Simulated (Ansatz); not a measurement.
`ClBBr` + NH₃ → `NBCl` + HBr at 298.15 K and 1 bar (ligand exchange at a B–Br bond).

Gas-phase electronic energies from Ansatz, PBE0-D4/def2-TZVP geometries. CBS: MP2 limit from def2 TZ/QZ plus the TZ coupled-cluster correction, frozen cores. This one scheme is used for every species. For Br outer-core shells are correlated without core-valence functions, which leaves a few kJ/mol of doubt a bond. Scalar relativity is left out up to krypton. Each species was taken in one conformer, which may not be the lowest.

| species | CCSD(T)/CBS energy (Eh) | H − E (kJ/mol) | S (J/(mol·K)) |
| --- | --- | --- | --- |
| `ClBBr` | -3058.55678 | 49.7 | 285.3 |
| NH₃ | -56.50880 | 100.5 | 192.4 |
| `NBCl` | -541.16722 | 121.1 | 268.2 |
| HBr | -2573.91920 | 24.6 | 198.6 |

H − E and S are ideal-gas, rigid-rotor, harmonic terms from PBE0-D4/def2-TZVP, for one conformer and one mirror image of each species. 1 Eh = 2625.50 kJ/mol, R = 8.31446 J/(mol·K).

Task: By hand: ΔE, ΔH, ΔS and ΔG.

Result: ΔE = (-541.16722) + (-2573.91920) − (-3058.55678) − (-56.50880) = -0.02084 Eh = -54.7 kJ/mol. Δ(H − E) = 121.1 + 24.6 − 49.7 − 100.5 = -4.5, so ΔH = -59.2 kJ/mol. ΔS = 268.2 + 198.6 − 285.3 − 192.4 = -10.9 J/(mol·K). ΔG = -59.2 − 298.15 × (-10.9)/1000 = -56.0 kJ/mol.

Task: By hand: the equilibrium constant, and the temperature at which ΔG would vanish if ΔH and ΔS stayed fixed.

Result: log₁₀ K = −ΔG/(RT ln 10) = 9.8. ΔG = 0 at ΔH/ΔS = 5431 K, far beyond where these terms or the molecules hold.

The number of gas molecules stays the same, so ΔS is small and ΔH decides. A doubt of 5 kJ/mol in ΔE shifts log₁₀ K by 0.9 here. Other conformers and mirror images would add mixing entropy, several J/(mol·K) or more a flexible species. These are equilibria of isolated gas molecules and say nothing of rates. Largest T1 diagnostic: 0.011 (customary marks: 0.02 for closed shells, 0.045 for open ones).
